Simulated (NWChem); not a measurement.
Molecule: InHOF2; SMILES [OH][In]([F])[F]

```xyz
5

In    -0.0262    -0.0153     0.0000
F     -1.7950    -0.8865     0.0000
F     -0.0347     1.9453     0.0000
O      1.6687    -1.0848     0.0000
H      1.4162    -2.0314     0.0000
```
Atoms are numbered in this order, from 1.

Level: PBE-D3(BJ)/def2-SVP with def2 effective core potentials on In (NWChem), optimised geometry, unscaled harmonic frequencies. def2 effective core potentials on In; no spin-orbit coupling.

Task: List the harmonic frequencies with IR intensities, and the thermochemistry.

Result: 
| frequency (cm⁻¹) | IR intensity (km/mol) |
|---|---|
| 100 | 20.5 |
| 117 | 21.6 |
| 135 | 31.9 |
| 281 | 82.8 |
| 560 | 0.1 |
| 601 | 57.3 |
| 616 | 56.6 |
| 879 | 66.9 |
| 3681 | 64.6 |

```yaml
zero_point_energy: 10.0 kcal/mol
thermal correction to the enthalpy at 298.15 K (with zero-point energy): 14.3 kcal/mol
heat capacity Cv: 17.1 cal/(mol K)
entropy at 298.15 K and 1 atm (symmetry number 1): 80.1 cal/(mol K)
```

Rigid rotor and harmonic oscillator; modes under 100 cm⁻¹ make the entropy uncertain.
